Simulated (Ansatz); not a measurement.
Basis-set extrapolation for Cl2H2NOSi (`N[Si]([O])(Cl)Cl`) radical (PBE0-D4/def2-TZVP geometry, frozen core, the Gaussian-basis code of Ansatz). Multiplicity 2, UHF reference.

|  | def2-TZVPP | def2-QZVPP |
| --- | --- | --- |
| HF | -1338.648143 | -1338.689234 |
| MP2 correlation | -0.884696 | -0.967226 |
| CCSD(T) correlation | -0.976906 | not run |

Energies in hartree. Use E(X) = E(∞) + A·exp(−7.88·√X) for Hartree–Fock and E(X) = E(∞) + B·X^(−2.97) for correlation, with X = 3 and 4, and add CCSD(T) minus MP2 of the smaller set to the MP2 limit.

**Question.** What is the CCSD(T) energy at the basis-set limit?

**Answer.** HF limit: -1338.689234 + (-0.041091) × 0.13774 = -1338.69489. MP2 limit: -0.967226 + (-0.082530) × 0.74074 = -1.02836. Higher-order term: -0.976906 − (-0.884696) = -0.09221. Total: -1339.81546 hartree, 5.18 eV below CCSD(T)/def2-TZVPP.
